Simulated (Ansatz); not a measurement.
C₂H₅BO₂, SMILES `B1COCO1`, 10 atoms. Charge 0, multiplicity 1. All runs use 2 threads of an Intel Xeon Platinum 8488C on a shared host. Correlated methods freeze the cores.

**Question.** Give the basis size and wall time and peak host memory of each of these runs in Ansatz. RKS ωB97X-V/def2-TZVPP energy; RKS PBE0-D4/def2-SVP energy; RKS PBE0-D4/def2-QZVPP energy; direct RPA on PBE orbitals/def2-TZVPP energy; RKS ωB97M-V/def2-QZVPP energy; RKS PBE0-D4/def2-TZVP relaxation (7 steps); RKS PBE0-D4/def2-TZVPP energy; RKS PBE0-D4/def2-TZVP frequencies; RHF-MP2/def2-QZVPP energy; RHF-CCSD(T)/def2-TZVPP energy; RKS r2SCAN-D4/def2-TZVPP energy and forces; RKS ωB97M-V/def2-SVP energy. (Best estimate.)

**Answer.** Ansatz gave: Other jobs shared the machine, so times are rough.

| level | job | functions | wall time | peak host memory (GiB) |
| --- | --- | --- | --- | --- |
| RKS PBE0-D4/def2-SVP | energy | 95 | 0.9 s | 0.44 |
| RKS PBE0-D4/def2-TZVPP | energy | 225 | 2.4 s | 0.45 |
| RKS ωB97M-V/def2-SVP | energy | 95 | 3.3 s | 0.44 |
| RKS r2SCAN-D4/def2-TZVPP | energy and forces | 225 | 3.9 s | 0.29 |
| direct RPA on PBE orbitals/def2-TZVPP | energy | 225 | 5 s | 0.55 |
| RKS ωB97X-V/def2-TZVPP | energy | 225 | 6.5 s | 0.57 |
| RKS PBE0-D4/def2-QZVPP | energy | 435 | 7.5 s | 1.2 |
| RKS ωB97M-V/def2-QZVPP | energy | 435 | 16 s | 1.5 |
| RHF-MP2/def2-QZVPP | energy | 435 | 22 s | 2.6 |
| RKS PBE0-D4/def2-TZVP | relaxation (7 steps) | 185 | 23 s | 0.42 |
| RHF-CCSD(T)/def2-TZVPP | energy | 225 | 99 s | 3.8 |
| RKS PBE0-D4/def2-TZVP | frequencies | 185 | 2.1 min | 0.44 |
